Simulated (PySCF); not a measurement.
# PtBr₂, triplet: molecular constants

Method: UPBE in PySCF with Pt def2-SVP with ECP60, Br def2-SVP; scalar-relativistic core potentials, no spin–orbit coupling; density-fitted integrals.

The structure is a minimum.

Z-matrix (Å, degrees; charge 0 multiplicity 3):
```
Pt
Br 1 2.3270
Br 1 2.3270 2 180.00
```

| Property | Result |
| --- | --- |
| Point group | D∞h |
| Bond lengths | Pt–Br 2.327 Å (×2) |
| Bond angles | Br–Pt–Br 180.0° |
| Rotational symmetry number | 2 |
| Highest occupied level (β) | -6.68 eV |
| Zero-point energy | 3.9 kJ/mol |
| Atomisation energy without zero-point energy | 646 kJ/mol |
| Principal quadrupole moments (Buckingham, traceless) about the centre of mass | -2.55, -2.55, 5.10 D Å |
| Heat capacity Cp at 298.15 K | 60.1 J/(mol K) |
| Principal polarisabilities | 45.4, 45.4, 149.0 bohr³ |
| Rotational constants | 0.01972 cm⁻¹ |
| Lowest empty level (β) | -5.98 eV |
| Entropy at 298.15 K and 1 bar (electronic part: spin only) | 322.6 J/(mol K) |
| Dipole moment | 0.00 D |
| Enthalpy at 298.15 K above 0 K | 15.44 kJ/mol |
| Spin squared ⟨S²⟩ | 2.003 |

Harmonic modes (masses in u: Pt 194.965, Br 78.918):
```
symmetry  ω (cm⁻¹)  IR (km/mol, summed over degenerate members)   μ (u)     type
      πu        57                                          0.1  107.56     bend
     σg+       238                                          0.0   78.92  stretch
     σu+       292                                         24.5  107.56  stretch
```

In D∞h the vibrations span πu + σg+ + σu+. The σg+ mode carries no infrared intensity, as symmetry demands. With a centre of inversion only u modes can be infrared active and only g modes Raman active.

Charges (e):
```json
{"atom": "Pt1", "Mulliken": "0.03", "Löwdin": "-0.53", "polar tensor": "0.44", "spin (Mulliken)": "1.04", "Mayer order to Pt1": "–"}
{"atom": "Br2,3", "Mulliken": "-0.01", "Löwdin": "0.26", "polar tensor": "-0.22", "spin (Mulliken)": "0.48", "Mayer order to Pt1": "1.29"}
```
Other Mayer orders above 0.3: Br–Br 0.31.

Mulliken populations on Pt1 (electrons outside its core potential): s 3.07, p 6.22, d 8.67, f 0.01.

Formally Pt is in oxidation state +2, d8, with 2 unpaired electrons (the high-spin count). The Mulliken spin on Pt is 1.04. The polar-tensor charge on Pt, 0.44, is far below the formal one.

Only a few start shapes were tried, so a lower isomer may exist. With open d or f shells other occupations or spin states may lie lower. Spin–orbit coupling, left out here, can matter for elements this heavy.

The final relaxation and frequency run took of the order of 60 core-seconds on a shared host.
